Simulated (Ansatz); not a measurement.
`[OH][GeH2][SiH2][SiH3]` → `[OH][GeH2]`• + `[SiH2][SiH3]`• at 700 K and 1 bar (homolysis of the Ge–Si bond).

Program: Ansatz. Geometries: PBE0-D4/def2-TZVP. ΔE: electronic, gas phase. CBS: MP2 limit from def2 TZ/QZ plus the TZ coupled-cluster correction, frozen cores. Open shells (•) are unrestricted, without spin–orbit coupling. For Ge outer-core shells are correlated without core-valence functions, which leaves a few kJ/mol of doubt a bond. Scalar relativity is left out up to krypton. One conformer a species, not always the lowest.

| species | CCSD(T)/CBS energy (Eh) | H − E (kJ/mol) | S (J/(mol·K)) |
| --- | --- | --- | --- |
| `[OH][GeH2][SiH2][SiH3]` | -2734.26561 | 285.4 | 549.7 |
| `[OH][GeH2]`• | -2153.05257 | 112.8 | 329.1 |
| `[SiH2][SiH3]`• | -581.09367 | 158.1 | 373.4 |

H − E and S are ideal-gas, rigid-rotor, harmonic terms from PBE0-D4/def2-TZVP, for one conformer and one mirror image of each species, with the whole ground term of open shells counted as degenerate. 1 Eh = 2625.50 kJ/mol, R = 8.31446 J/(mol·K).

Problem. By hand: ΔE, ΔH, ΔS and ΔG.

Solution. ΔE = (-2153.05257) + (-581.09367) − (-2734.26561) = 0.11937 Eh = 313.4 kJ/mol. Δ(H − E) = 112.8 + 158.1 − 285.4 = -14.5, so ΔH = 298.9 kJ/mol. ΔS = 329.1 + 373.4 − 549.7 = 152.8 J/(mol·K). ΔG = 298.9 − 700 × (152.8)/1000 = 191.9 kJ/mol.

Problem. By hand: the equilibrium constant, and the temperature at which ΔG would vanish if ΔH and ΔS stayed fixed.

Solution. log₁₀ K = −ΔG/(RT ln 10) = -14.3. ΔG = 0 at ΔH/ΔS = 1956 K.

The number of gas molecules changes by +1, which sets the sign of ΔS. A doubt of 5 kJ/mol in ΔE shifts log₁₀ K by 0.4 here. Other conformers and mirror images would add mixing entropy, several J/(mol·K) or more a flexible species. Modes under 60 cm⁻¹, often nearly free rotors, make the harmonic entropy too high. These are equilibria of isolated gas molecules and say nothing of rates. Largest T1 diagnostic: 0.015 (customary marks: 0.02 for closed shells, 0.045 for open ones).
